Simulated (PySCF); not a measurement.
Computed IR spectrum (relative IR intensity) of a molecule C4H6ClF. Geometry optimised at PBE0-D3(BJ)/def2-SVP. Other conformers were not sampled. Method: PySCF with PBE0-D3(BJ)/def2-SVP. Frequencies are harmonic and unscaled.

Lines under 2 % of the strongest are left out, and lines within 2 cm⁻¹ are merged.

| ν (cm⁻¹) | relative intensity |
|---|---|
| 449 | 3.9 |
| 575 | 22 |
| 662 | 7.1 |
| 799 | 43 |
| 922 | 7.3 |
| 1001 | 12 |
| 1134 | 16 |
| 1138 | 41 |
| 1209 | 33 |
| 1246 | 45 |
| 1328 | 100 |
| 1430 | 12 |
| 1477 | 14 |
| 3096 | 9.5 |
| 3100 | 7.2 |
| 3108 | 13 |
| 3171 | 2.5 |
| 3180 | 4.7 |
| 3184 | 9.1 |

Which structure fits?
A. F[C@@H]1CC[C@H]1Cl
B. C[C@@]1(Cl)C[C@@H]1F
C. CC/C=C(\F)Cl
D. FC1(Cl)CCC1

D, FC1(Cl)CCC1
